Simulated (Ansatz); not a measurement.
CH$_{7}$BO$_{2}$Si (`COBO[SiH3]`). Total charge 0; spin multiplicity 1. Geometry: relaxed with PBE0-D4/def2-TZVP. It is one conformer, not always the lowest.

```xyz
12

C     0.025    2.102   -0.646
O     0.082    0.786   -0.142
B    -0.599   -0.233   -0.717
O    -0.496   -1.474   -0.181
Si    0.370   -1.991    1.132
H    -0.630    2.168   -1.519
H    -0.350    2.768    0.134
H     1.030    2.422   -0.927
H    -1.287   -0.055   -1.685
H     1.820   -1.732    0.940
H    -0.097   -1.313    2.367
H     0.133   -3.449    1.242
```

**Question.** What is the dipole moment at B3LYP/def2-TZVPP? (An estimate is asked.)

**Answer.** Computed: 1.64 D, with components (0.25, 1.61, -0.20) D in this frame, pointing from negative to positive charge.

**Question.** And with PBE, r2SCAN, ωB97M-V? (Estimate.)

**Answer.** Computed: PBE 1.59 D, r2SCAN 1.62 D, ωB97M-V 1.65 D.

**Question.** Give the Mulliken charges with B3LYP, r2SCAN, PBE in def2-TZVPP. (An estimate is asked.)

**Answer.** Ansatz gave: 
```csv
atom,B3LYP,r2SCAN,PBE
C1,-0.09,0.02,-0.11
O2,-0.29,-0.30,-0.22
B3,0.24,0.31,0.17
O4,-0.35,-0.39,-0.27
Si5,0.42,0.43,0.35
H6,0.08,0.05,0.08
H7,0.11,0.06,0.11
H8,0.11,0.06,0.11
H9,-0.01,-0.04,-0.03
H10,-0.07,-0.08,-0.06
H11,-0.07,-0.08,-0.06
H12,-0.07,-0.07,-0.06
```

B3LYP here is the variant with VWN-RPA as its local correlation; programs differ in this.
